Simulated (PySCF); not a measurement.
SMILES [CH](CCO)C, doublet, PBE0/def2-SVP optimised geometry.

```
14

C      1.82     0.82    -0.61
C      0.95    -0.16    -1.32
C     -0.53    -0.11    -1.25
C     -1.13    -0.77     0.00
O     -2.53    -0.77     0.00
H      1.38     1.83    -0.62
H      1.98     0.56     0.46
H      2.83     0.88    -1.06
H      1.42    -1.06    -1.73
H     -0.87     0.95    -1.26
H     -0.99    -0.60    -2.13
H     -0.71    -0.30     0.91
H     -0.82    -1.83     0.03
H     -2.83     0.14     0.00
```

Density from unrestricted PBE0/def2-TZVP (PySCF) at that geometry.

Minimum of the electron density along straight lines between bonded atoms, close to the bond critical point (lines longer than 1.1 times the sum of covalent radii, or with two minima, are not listed):

| bond | length / Å | ρ at the minimum / e bohr⁻³ | ∇²ρ there / e bohr⁻⁵ | position (fraction from the first atom) |
|---|---|---|---|---|
| C1–C2 | 1.486 | 0.264 | -0.69 | 0.50 |
| C2–C3 | 1.488 | 0.264 | -0.69 | 0.51 |
| C3–C4 | 1.536 | [?] | -0.60 | 0.50 |
| C4–O5 | 1.401 | 0.270 | -0.60 | 0.35 |
| C1–H6 | 1.103 | 0.269 | -0.90 | 0.64 |
| C1–H7 | 1.110 | 0.263 | -0.86 | 0.64 |
| C1–H8 | 1.101 | 0.271 | -0.91 | 0.64 |
| C2–H9 | 1.096 | 0.276 | -0.94 | 0.64 |
| C3–H10 | 1.108 | 0.268 | -0.88 | 0.64 |
| C3–H11 | 1.103 | 0.272 | -0.92 | 0.64 |
| C4–H12 | 1.109 | 0.275 | -0.94 | 0.64 |
| C4–H13 | 1.102 | 0.281 | -0.98 | 0.65 |
| O5–H14 | 0.963 | [?] | [?] | 0.80 |

**Question.** Complete the blanks.

**Answer.** 
- C3–C4, ρ at the minimum / e bohr⁻³: 0.244
- O5–H14, ρ at the minimum / e bohr⁻³: 0.363
- O5–H14, ∇²ρ there / e bohr⁻⁵: -2.45
